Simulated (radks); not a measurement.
Question: Spherical quantum dot in the effective-mass picture: electrons in a well V = -V0 / (1 + exp((r - R)/a)) with V0 = 4.15, R = 12.1, a = 1.4, with a point charge +1 (a donor) at the centre, all in effective atomic units (hartree* = m*/eps^2 hartree, bohr* = eps/m* bohr), one dielectric constant everywhere. Calculated with a radial shooting solver with Libxc functionals: non-relativistic Kohn-Sham, LDA (Slater exchange, Perdew-Wang correlation), spin-polarised, spherical densities. Levels are named by radial order and angular momentum (1s, 1p, 1d, 2s, ...), and open shells are averaged over m. Results are scaled to m* = 0.558 and eps = 13.2, for which hartree* = 87.14 meV and bohr* = 1.252 nm. At N = 4 the configuration is 1s2 1p(up 2, down 0). Does electron 5 go into 1p up or 2s up or 1p down?

Answer: Into 1p up. The total energies of the other choices lie higher by 1.25 meV (2s up), 1.96 meV (1p down).
